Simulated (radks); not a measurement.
Q: These are the eigenvalues of the occupied orbitals of an atom or ion with whole-number occupations (hartree). Calculated with a radial shooting solver on a logarithmic mesh with Libxc functionals: scalar-relativistic Kohn-Sham, PBEsol, spin-polarised, spherical densities, finite nucleus; Fermi nuclear charge, rms radius of each element as measured or else 0.836 A^(1/3) + 0.57 fm.

| orbital | eigenvalue |
|---|---|
| 1s up | -2552.296 |
| 1s down | -2552.295 |
| 2s up | -440.7804 |
| 2s down | -440.7740 |
| 2p up | -385.6646 |
| 2p down | -385.6595 |
| 3s up | -101.7083 |
| 3s down | -101.7061 |
| 3p up | -85.37937 |
| 3p down | -85.37699 |
| 3d up | -66.55998 |
| 3d down | -66.55571 |
| 4s up | -21.17862 |
| 4s down | -21.17288 |
| 4p up | -15.81967 |
| 4p down | -15.81412 |
| 4d up | -9.02068 |
| 4d down | -9.01390 |
| 5s up | -3.19576 |
| 5s down | -3.13649 |
| 5p up | -1.88884 |
| 5p down | -1.80785 |
| 4f up | -1.48972 |
| 4f down | -1.47513 |
| 6s up | -0.48024 |
| 5d up | -0.46969 |

Which element is it, and in what charge state? The configuration may be excited.

A: Z = 74, tungsten, charge +1: W+ in [Ar] 3d(up 5, down 5) 4s2 4p6 4d10 4f14 5s2 5p6 5d4 6s1. The list shows which subshells hold electrons but not how many an open one holds; the 1s level, -2552.3 hartree, gives Z - s = 71.4 by -(Z - s)^2/2, which with screening and relativity narrows Z to a few neighbours, and the depths of the outer levels then fix element, charge and occupations together.
